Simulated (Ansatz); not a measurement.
Geometry optimisation, Ansatz, UKS B3LYP-D4/def2-SVP.

The input (input.yaml):

```yaml
crystal:
  periodic: [false, false, false]
  atoms:
    - { symbol: Si, position_ang: [-0.18956, -1.01061, 0.09603] }
    - { symbol: As, position_ang: [-0.24146, 1.25723, -0.41781] }
    - { symbol: H, position_ang: [1.16449, -1.59018, 0.14478] }
    - { symbol: H, position_ang: [-0.89631, -1.79884, -0.93103] }
    - { symbol: H, position_ang: [1.08433, 1.48241, 0.24142] }
    - { symbol: H, position_ang: [-0.92148, 1.66, 0.8666] }
magnetization:
  spin_polarized: true
  initial_magnetization: 1
basis:
  gaussian: { orbitals: def2-SVP }
hamiltonian:
  xc: b3lyp
  dispersion: d4
relax:
  f_tol: 0.015
  max_steps: 40
```

Launched with:

```bash
$ ansatz run input.yaml --threads 1 --pin off --max-ram 2048MiB --backend cpu --events-out ev --progress --plain --runs-dir out
```

Task: Where does it end, and by what steps?

Result: It converged. After 11 steps the energy has fallen by 0.118 eV; H3 moved furthest, 0.48 Å.

```csv
step,energy less start (eV),largest force component (eV/Å),accepted
0,0.0000,0.617,yes
1,-0.0606,0.214,yes
2,-0.0712,0.053,yes
3,-0.0741,0.085,yes
4,-0.1020,0.040,yes
5,-0.0954,0.563,no
6,-0.1059,0.124,yes
7,-0.1166,0.026,yes
8,-0.1163,0.092,no
9,-0.1176,0.019,yes
10,-0.1173,0.046,no
11,-0.1178,0.010,yes
```

```xyz
6
Properties=species:S:1:pos:R:3
Si -0.011 -1.061 0.161
As 0.026 1.250 -0.419
H 1.260 -1.697 -0.318
H -1.155 -1.719 -0.553
H 1.046 1.618 0.660
H -1.166 1.609 0.470
```

Whether the end is a true minimum wasn't checked by a vibrational analysis.

Run time: 87 s on 1 thread of Intel(R) Xeon(R) Processor @ 2.50GHz (Skylake/Cascade Lake), with other jobs on the host, peak memory 0.19 GiB.
